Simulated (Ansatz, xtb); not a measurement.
Stretching the O3–H4 bond in FHOPb (SMILES [OH][Pb][F]) (multiplicity 1 held, fragments rigid). Energies count from the point at 0.966 Å.
Geometry at that point (charge 0, multiplicity 1):
```csv
atom,x (Å),y (Å),z (Å)
Pb,0.1198,0.0251,0.2337
F,-0.2989,1.3526,-1.3024
O,-0.7528,-1.6071,-0.7309
H,-1.1147,-1.3712,-1.5949
```

Restricted levels (R-, RO-) in cc, def2 and unpolarised 6-31G sets keep to the state of the molecule at rest. Unrestricted levels (U-) break spin symmetry where that is lower. Active spaces are followed from a long bond inwards. Levels need not reach the same state.

Correlated levels freeze the cores. Filled d and f shells under p-block atoms count as core.

Programs: Ansatz (Gaussian basis) for Hartree–Fock, density functionals and correlated methods; xtb for the GFN methods.  In def2 rows elements past Kr take small-core potentials, without spin–orbit coupling. The GFN methods have no spin term and hold the electronic entropy of 300 K.

Energies in eV.

```json
[
 {"R (Å)": "0.773", "GFN2-xTB": "1.35", "R-MP2/def2-SVP": "1.65", "U-MP2/def2-SVP": "1.65", "U-CCSD(T)/def2-SVP": "1.64", "SC-NEVPT2 on CASSCF(4,3)/def2-SVP": "1.84", "FIC-MRCISD+Q on CASSCF(4,3)/def2-SVP": "1.61"},
 {"R (Å)": "0.869", "GFN2-xTB": "0.22", "R-MP2/def2-SVP": "0.33", "U-MP2/def2-SVP": "0.33", "U-CCSD(T)/def2-SVP": "0.33", "SC-NEVPT2 on CASSCF(4,3)/def2-SVP": "0.39", "FIC-MRCISD+Q on CASSCF(4,3)/def2-SVP": "0.32"},
 {"R (Å)": "0.966", "GFN2-xTB": "0.00", "R-MP2/def2-SVP": "0.00", "U-MP2/def2-SVP": "0.00", "U-CCSD(T)/def2-SVP": "0.00", "SC-NEVPT2 on CASSCF(4,3)/def2-SVP": "0.00", "FIC-MRCISD+Q on CASSCF(4,3)/def2-SVP": "0.00"},
 {"R (Å)": "1.063", "GFN2-xTB": "0.21", "R-MP2/def2-SVP": "0.18", "U-MP2/def2-SVP": "0.18", "U-CCSD(T)/def2-SVP": "0.18", "SC-NEVPT2 on CASSCF(4,3)/def2-SVP": "0.16", "FIC-MRCISD+Q on CASSCF(4,3)/def2-SVP": "0.19"},
 {"R (Å)": "1.159", "GFN2-xTB": "0.61", "R-MP2/def2-SVP": "0.62", "U-MP2/def2-SVP": "0.62", "U-CCSD(T)/def2-SVP": "0.61", "SC-NEVPT2 on CASSCF(4,3)/def2-SVP": "0.58", "FIC-MRCISD+Q on CASSCF(4,3)/def2-SVP": "0.63"},
 {"R (Å)": "1.304", "GFN2-xTB": "1.36", "R-MP2/def2-SVP": "1.47", "U-MP2/def2-SVP": "1.47", "U-CCSD(T)/def2-SVP": "1.44", "SC-NEVPT2 on CASSCF(4,3)/def2-SVP": "1.42", "FIC-MRCISD+Q on CASSCF(4,3)/def2-SVP": "1.46"},
 {"R (Å)": "1.449", "GFN2-xTB": "2.15", "R-MP2/def2-SVP": "2.35", "U-MP2/def2-SVP": "2.96", "U-CCSD(T)/def2-SVP": "2.29", "SC-NEVPT2 on CASSCF(4,3)/def2-SVP": "2.30", "FIC-MRCISD+Q on CASSCF(4,3)/def2-SVP": "2.30"},
 {"R (Å)": "1.691", "GFN2-xTB": "3.36", "R-MP2/def2-SVP": "3.65", "U-MP2/def2-SVP": "4.50", "U-CCSD(T)/def2-SVP": "3.49", "SC-NEVPT2 on CASSCF(4,3)/def2-SVP": "3.53", "FIC-MRCISD+Q on CASSCF(4,3)/def2-SVP": "3.46"},
 {"R (Å)": "1.932", "GFN2-xTB": "4.34", "R-MP2/def2-SVP": "4.66", "U-MP2/def2-SVP": "5.00", "U-CCSD(T)/def2-SVP": "4.35", "SC-NEVPT2 on CASSCF(4,3)/def2-SVP": "4.37", "FIC-MRCISD+Q on CASSCF(4,3)/def2-SVP": "4.22"},
 {"R (Å)": "2.222", "GFN2-xTB": "5.18", "R-MP2/def2-SVP": "5.48", "U-MP2/def2-SVP": "5.20", "U-CCSD(T)/def2-SVP": "4.88", "SC-NEVPT2 on CASSCF(4,3)/def2-SVP": "4.92", "FIC-MRCISD+Q on CASSCF(4,3)/def2-SVP": "4.71"},
 {"R (Å)": "2.608", "GFN2-xTB": "5.88", "R-MP2/def2-SVP": "6.05", "U-MP2/def2-SVP": "5.27", "U-CCSD(T)/def2-SVP": "5.05", "SC-NEVPT2 on CASSCF(4,3)/def2-SVP": "5.20", "FIC-MRCISD+Q on CASSCF(4,3)/def2-SVP": "4.97"},
 {"R (Å)": "3.091", "GFN2-xTB": "6.30", "R-MP2/def2-SVP": "6.13", "U-MP2/def2-SVP": "5.29", "U-CCSD(T)/def2-SVP": "5.09", "SC-NEVPT2 on CASSCF(4,3)/def2-SVP": "5.29", "FIC-MRCISD+Q on CASSCF(4,3)/def2-SVP": "5.05"}
]
```

Doubts at one or more of the structures used: a restricted determinant that unrestricted orbitals would lower (R-MP2/def2-SVP); a spin-contaminated determinant (U-MP2/def2-SVP, U-CCSD(T)/def2-SVP); T1 above 0.05 (U-CCSD(T)/def2-SVP); active orbitals that take no part (SC-NEVPT2 on CASSCF(4,3)/def2-SVP, FIC-MRCISD+Q on CASSCF(4,3)/def2-SVP).

Ansatz is a first-principles code.
